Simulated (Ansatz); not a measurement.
Ansatz (a quantum-chemistry and plane-wave program) input (revPBE/def2-TZVPD):

Ansatz 0.2 input:
```yaml
crystal:
  periodic: [false, false, false]
  atoms:
    - {symbol: Se, position_ang: [-0.00000000, -0.00000000, -1.69591529]}
    - {symbol: C, position_ang: [0.00000000, 0.00000000, 0.00000000]}
    - {symbol: Se, position_ang: [0.00000000, 0.00000000, 1.69591529]}
basis:
  gaussian:
    orbitals: def2-TZVPD
hamiltonian:
  xc: {name: revPBE}
total_charge: 1
magnetization: {spin_polarized: true, initial_magnetization: 1}
output: {forces: true}
```

End of the output:

```
integrals: 0.08 GiB planned
1020 factors; their error is unknown
mean field: 0.64 GiB planned
mean field evaluation 1: about -131694.5181 eV, gradient 6.9e1 eV
mean field evaluation 2: about -131612.7714 eV, gradient 1.1e2 eV
mean field evaluation 4: about -131715.1784 eV, gradient 1.5e1 eV
mean field evaluation 8: about -131716.1395 eV, gradient 2.2e-2 eV
mean field evaluation 16: about -131716.1193 eV, gradient 5.7e-5 eV
mean field -131716.11925141 eV, -4840.4781020972 hartree, gradient 5.2e-5 eV, S^2 0.767846; 1 other end points of the search recorded, 0 dependent functions left out
the calculation of the forces begins
reference -131716.11929253 eV, -4840.4781036083 hartree; 37, 36 occupied and 114, 115 virtual orbitals, 1020 factors
Total energy: -131716.11929253 eV, -4840.4781036083 hartree
Atom 0 at    -0.000000    -0.000000    -1.695915 Å, force     0.000000     0.000000    -0.570327 eV/Å
Atom 1 at     0.000000     0.000000     0.000000 Å, force    -0.000000    -0.000000     0.000000 eV/Å
Atom 2 at     0.000000     0.000000     1.695915 Å, force     0.000000     0.000000     0.570327 eV/Å
Dipole moment:    -0.000000     0.000000     0.000000 e Å
```
